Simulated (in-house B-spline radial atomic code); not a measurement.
The numbers below are computed, except where a source is named.
# Building a PAW p channel for P, r_c = 1.98 bohr

P, [Ne] 3s2 3p3, non-relativistic LDA (VWN5), spherical and spin-unpolarised, from a B-spline radial code for spherical atoms (atomic units; all potentials screened as in the neutral atom).

Two all-electron partial waves φ1, φ2 are integrated outwards at E1 = ε(3p) = -0.20608 and E2 = E1 + 2 hartree; φ1 is the bound orbital and φ2 has unit norm inside r_c = 1.9845 bohr. Smooth partners are polynomials, r^2(a0 + a1 r² + a2 r⁴ + a3 r⁶), matched to φ and three derivatives at r_c, with no condition on the norm. The local potential is -4.57509 + (2.51603) r² + (-0.614315) r⁴ + (0.0568539) r⁶ inside 1.6248 bohr and the all-electron one outside.

```tsv
wave	φ(r_c)	φ'(r_c)	a0	a1	a2	a3
1	0.6706125	-0.07479265	0.5890639	-0.1865402	0.02592312	-0.00141126
2	0.569942	2.483215	-2.063838	1.193034	-0.2096959	0.01248176
```

Inside r_c the overlaps are <φi φj> = [[0.40937, -0.42698], [-0.42698, 1.00000]] and, for the smooth waves, [[0.41280, -0.41171], [-0.41171, 0.91445]]. With χj = (Ej − T − V_local) applied to smooth wave j, the program's quadrature gives the matrix B_ij = <smooth i, χj> as [[0.12725, -0.28220], [-0.31272, 0.92607]].

Question: Check the match of the first wave, and find the augmentation charges q_ij.

Answer: At r_c the four terms are 2.31988, -2.89319, 1.58341, -0.33948, which sum to 0.6706, φ1(r_c) to rounding. q_ij is the all-electron overlap less the smooth one: [[-0.00343, -0.01526], [-0.01526, 0.08555]]. The smooth first wave has a norm of 0.4128 inside r_c against 0.4094, so q11 is negative and must stay small enough for the overlap operator to be positive.

Question: B isn't symmetric. Show that D_ij = B_ij + Ej q_ij is.

Answer: Integrating by parts gives B12 − B21 = (E1 − E2) q12: -0.28220 − (-0.31272) = 0.03052, and −2 × (-0.01526) = 0.03052. So D12 = -0.28220 + (1.793920)(-0.01526) = -0.30958 and D21 = -0.31272 + (-0.20608)(-0.01526) = -0.30958; D11 = 0.12795, D22 = 1.07954. The projectors, p = (B⁻¹)ᵀ χ, are dual to the smooth waves; det B = 0.03.

Solving (T + V_local + Σ p D p) ψ = E (1 + Σ p q p) ψ in a sphere of 9 bohr, whose wall lifts the free-atom level a little, gives these levels:

```
all-electron  one projector  two projectors
   -0.205955      -0.205955       -0.205955
    0.095036       0.094867        0.095026
    0.403589       0.402354        0.403546
    0.864131       0.858753        0.864051
    1.465140       1.448100        1.465110
```

Question: What does the second projector gain?

Answer: With one projector the errors are 0.00, -0.17, -1.23, -5.38, -17.04 millihartree. With two the errors are 0.00, -0.01, -0.04, -0.08, -0.03 millihartree. The scattering is exact at E1 and at E2 = 1.794, and over all levels compared the largest error is 0.08 millihartree. The lowest eigenvalue of the overlap operator is 0.9713 with one and 0.953 with two projectors. The smooth orbital alone needs a cutoff of 4.74 hartree for 1 millihartree of kinetic energy, against 4.74 for a norm-conserving Troullier-Martins orbital of the same radius.
